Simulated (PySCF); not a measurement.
HOZn, charge +1. Atoms are numbered in the order given.

```xyz
3

Zn    -0.0063    -0.4193     0.0000
O      0.1170     1.3477     0.0000
H     -0.7460     1.7981     0.0000
```
Charge +1, spin multiplicity 1.

Geometry optimised at B3LYP-D3(BJ)/def2-TZVP. The spin state was assumed, not searched. The isomer is the one that the SMILES or the coordinates give; other isomers of the formula were not compared.

The numbers are results of PBE0/def2-TZVPD (PySCF), not measurements.

Symmetry labels are those of the subgroup Cs that the program uses (full group Cs).

Computed valence orbital energies around the gap with their symmetry:
```
orbital  symmetry  energy (eV)
-------  --------  -----------
HOMO−7         A'       -23.33
HOMO−6         A"       -23.10
HOMO−5         A'       -23.09
HOMO−4         A"       -23.07
HOMO−3         A'       -23.07
HOMO−2         A'       -19.00
HOMO−1         A'       -15.87
HOMO           A"       -14.95
LUMO           A'       -10.97
LUMO+1         A'        -6.39
LUMO+2         A"        -6.18
LUMO+3         A'        -4.42
```
